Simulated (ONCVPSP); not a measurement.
## Configuration tests for silver (ONCV)

Ag (Z = 47), optimised norm-conserving Vanderbilt (ONCV), made with ONCVPSP 4.0.1 (PBE, scalar-relativistic). Core [Ar] 3d10, reference 4s2 4p6 4d10 5s1. Waves: 4s+5s: rc 1.50 bohr, ncon 3, nbas 8, qcut 6.6 1/bohr, 2 projectors; 4p: rc 1.05 bohr, ncon 3, nbas 6, qcut 6.7 1/bohr, 3 projectors, debl 3.2 Ha; 4d: rc 1.85 bohr, ncon 4, nbas 9, qcut 8.3 1/bohr, 2 projectors, debl 0.8 Ha. Local part: polynomial inside 0.85 bohr (lpopt 5, dvloc0 0 Ha). Core correction: Teter function, fcfact 3.25, rcfact 1.5.

Energies are relative to the spin-unpolarised reference configuration 4s2 4p6 4d10 5s1; without spin polarisation the order of configurations can differ from experiment.

```tsv
valence configuration	charge	ΔE all-electron (eV)	error AE − PS (meV)
4s2 4p6 4d9 5s0	+2	29.871	-2.7
4s2 4p6 4d10 5s0.5	+0.5	3.017	-0.5
```

(1) What are ΔE and the potential's error for 4s2 4p6 4d10 5s0?

(2) What are ΔE and the potential's error for 4s2 4p6 4d8 5s0?

Levels in the configuration 4s2 4p6 4d10 5s0.5:

| level | all-electron (eV) | pseudo (eV) |
| --- | --- | --- |
| 4s | -98.980 | -98.996 |
| 4p | -62.512 | -62.513 |
| 4d | -11.368 | -11.369 |
| 5s | -7.715 | -7.715 |

Note: no bound ghost flagged; GHOST(+) flagged for s at 60.1 eV.

Answers

(1) ΔE = 7.757 eV all-electron; the error (AE − PS) is -1.7 meV.

(2) ΔE = 66.064 eV all-electron; the error (AE − PS) is +14 meV.
